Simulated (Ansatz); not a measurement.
Molecule: B2H3 (charge 0, doublet). It need not be the lowest isomer of its formula. SMILES: [BH]B
Structure (B3LYP-D3(BJ)/def2-TZVP (Ansatz, a program for electronic structure) minimum search):
```xyz
5

B     -0.2379     0.0034     0.8100
B      0.2019    -0.0029    -0.6875
H     -0.5693     0.0082     1.9388
H      0.3386     1.0200    -1.2906
H      0.4106    -1.0309    -1.2607
```
Charge 0, spin multiplicity 2.

Computed values are from Ansatz. Correlated levels leave the core frozen unless marked. UHF or UKS for open shells. No spin-orbit coupling. Non-relativistic. CBS marks a two-point X^-3 extrapolation of the correlation energy; Hartree-Fock from the larger set.

| Quantity | Result |
|---|---|
| atomisation energy De | 1495.5 kJ/mol at CCSD(T)/CBS(def2-TZVPPD,def2-QZVPPD) |
| total energy | -51.2740 Eh at CCSD(T)/CBS(def2-TZVPPD,def2-QZVPPD) |
| dipole moment | 1.45 D at CCSD(T)/aug-cc-pVDZ |
| T1 diagnostic | 0.019 at CCSD/def2-QZVPPD |
